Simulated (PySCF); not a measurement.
Excitation energy of Fe by level of theory

Fe [Ar] 3d6 4s2 (5D) → Fe [Ar] 3d8 (3F), as a difference of total energies. Computed with PySCF 2.14 in x2c-TZVPPall with one added diffuse shell each of s, p, d, f type (7s6p5d3f1g, 80 functions), with the spin-free X2C one-electron Hamiltonian (Gaussian nucleus). Correlated levels: valence: [Ar] frozen. The calculations carry no spin-orbit coupling.

```json
{"method": "UHF", "excitation energy (eV)": "7.836", "error (eV)": "+3.762"}
{"method": "MP2 (valence)", "excitation energy (eV)": "3.458", "error (eV)": "-0.616"}
{"method": "SCS-MP2 (valence)", "excitation energy (eV)": "3.562", "error (eV)": "-0.512"}
{"method": "CCSD (valence)", "excitation energy (eV)": "5.090", "error (eV)": "+1.016"}
{"method": "CCSD(T) (valence)", "excitation energy (eV)": "4.635", "error (eV)": "+0.561"}
```

Reference: 4.074 eV (measured; NIST levels, between the centres of gravity of the two terms).

Errors of the correlated levels include the incompleteness of this basis and the frozen core.

The coupled-cluster amplitudes are large for the upper state (T1 above 0.03 or a double amplitude above 0.15), so a single reference is strained.
